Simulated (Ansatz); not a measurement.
Mulliken charges of F$_{3}$HHfSe (`[F][Hf]([F])([F])[SeH]`) from PBE/def2-TZVPP in Ansatz (PBE0-D4/def2-TZVP geometry).

```tsv
atom	x (Å)	y (Å)	z (Å)	charge (e)
F1	-0.807	-1.370	1.297	-0.285
Hf2	0.322	-0.500	0.049	1.003
F3	2.144	-0.780	0.471	-0.279
F4	-0.095	-1.182	-1.668	-0.284
Se5	-0.081	2.045	0.112	-0.226
H6	-1.483	1.787	-0.262	0.070
```

Task: By hand: the dipole of these point charges (1 e Å = 4.8032 D).

Result: Σ q r = (-0.104, 0.105, -0.022) e Å, of length 0.149 e Å = 0.72 D.

Task: How does the dipole of the full density compare? (Estimate.)

Result: Computed: (-0.078, 0.034, -0.019) e Å, 0.42 D; the point charges give 1.71 times that, at 22° from its direction.

Point charges leave out the atoms' own dipoles, such as those of lone pairs, and Mulliken's split depends on the basis, so the two needn't agree.
